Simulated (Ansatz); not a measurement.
`C#[C][AlH][F]` + HBr → `[F][AlH][Br]` + `C#C` at 298.15 K and 1 bar (ligand exchange at the Al–C bond).

Computed with Ansatz on PBE0-D4/def2-TZVP structures; ΔE is electronic, products minus reactants. CCSD(T)/CBS is the MP2 limit (def2-TZVPP, def2-QZVPP) plus CCSD(T) − MP2 in def2-TZVPP, frozen cores. This one scheme is used for every species. For Br outer-core shells are correlated without core-valence functions, which leaves a few kJ/mol of doubt a bond. Scalar relativity is left out up to krypton.

```csv
species,CCSD(T)/CBS energy (Eh),H − E (kJ/mol),S (J/(mol·K))
`C#[C][AlH][F]`,-419.13611,90.0,303.1
HBr,-2573.91920,24.6,198.6
`[F][AlH][Br]`,-2915.86674,40.8,294.2
`C#C`,-77.22717,80.8,200.2
```

H − E and S are ideal-gas, rigid-rotor, harmonic terms from PBE0-D4/def2-TZVP. 1 Eh = 2625.50 kJ/mol, R = 8.31446 J/(mol·K).

By hand: ΔE, ΔH, ΔS and ΔG.

ΔE = (-2915.86674) + (-77.22717) − (-419.13611) − (-2573.91920) = -0.03860 Eh = -101.3 kJ/mol. Δ(H − E) = 40.8 + 80.8 − 90.0 − 24.6 = 7.0, so ΔH = -94.3 kJ/mol. ΔS = 294.2 + 200.2 − 303.1 − 198.6 = -7.3 J/(mol·K). ΔG = -94.3 − 298.15 × (-7.3)/1000 = -92.1 kJ/mol.

By hand: the equilibrium constant, and the temperature at which ΔG would vanish if ΔH and ΔS stayed fixed.

log₁₀ K = −ΔG/(RT ln 10) = 16.1. ΔG = 0 at ΔH/ΔS = 12918 K, far beyond where these terms or the molecules hold.

The number of gas molecules stays the same, so ΔS is small and ΔH decides. A doubt of 5 kJ/mol in ΔE shifts log₁₀ K by 0.9 here. These are equilibria of isolated gas molecules and say nothing of rates. Largest T1 diagnostic: 0.013 (customary marks: 0.02 for closed shells, 0.045 for open ones).
